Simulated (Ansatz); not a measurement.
Input for Ansatz (a quantum-chemistry and plane-wave program): R-wB97M-V/def2-TZVPP on C2H6OS (SMILES COSC).

Ansatz 0.2 input:
```yaml
crystal:
  periodic: [false, false, false]
  atoms:
    - {symbol: C, position_ang: [-1.65322702, -0.18775924, -0.10151558]}
    - {symbol: O, position_ang: [-0.62982977, 0.20267400, -1.01950550]}
    - {symbol: S, position_ang: [0.51839404, 1.23572175, -0.39984837]}
    - {symbol: C, position_ang: [1.68995879, 0.06846557, 0.32156591]}
    - {symbol: H, position_ang: [-2.17151084, 0.68470506, 0.30199463]}
    - {symbol: H, position_ang: [-1.24342494, -0.77762638, 0.72289416]}
    - {symbol: H, position_ang: [-2.35066270, -0.80184218, -0.67090752]}
    - {symbol: H, position_ang: [2.06044613, -0.62022776, -0.43677972]}
    - {symbol: H, position_ang: [2.51945363, 0.67620586, 0.68956874]}
    - {symbol: H, position_ang: [1.26040268, -0.48031667, 1.15921240]}
basis:
  gaussian:
    orbitals: def2-TZVPP
hamiltonian:
  xc: {name: wB97M-V}
scf: {lower_state_search: off}
```

Output:

```
WARN ansatz: RAYON_NUM_THREADS=1 ignored (pool sized by the plan → 1); use --threads N
Functional definition: wB97M-V
these checks for a lower state are left out or cut short: stability, starts, cluster_reference, orbital_swaps, neighbouring_geometries, increment
integrals: 0.17 GiB planned
1156 factors; their error is unknown
integrals: 0.21 GiB planned
276 factors; integrals over basis functions are off by at most 1.1e-5 eV
mean field: 1.40 GiB planned
mean field evaluation 1: about -15049.4063 eV, gradient 4.2e1 eV
mean field evaluation 2: about -15050.3396 eV, gradient 3.8e1 eV
mean field evaluation 4: about -15052.9594 eV, gradient 2.1e0 eV
mean field evaluation 8: about -15052.9685 eV, gradient 5.5e-2 eV
mean field evaluation 16: about -15052.9685 eV, gradient 2.3e-5 eV
mean field -15052.96853457 eV, -553.1863903770 hartree, gradient 6.9e-6 eV, S^2 0.000000; 0 other end points of the search recorded, 0 dependent functions left out
reference -15052.96857981 eV, -553.1863920394 hartree; 21, 21 occupied and 198, 198 virtual orbitals, 1156 factors
Total energy: -15052.96857981 eV, -553.1863920394 hartree
Checks for a lower state left out: stability, starts, cluster_reference, orbital_swaps, neighbouring_geometries, increment
```

Self-consistency was reached.

Cost: very roughly 6 core-seconds.
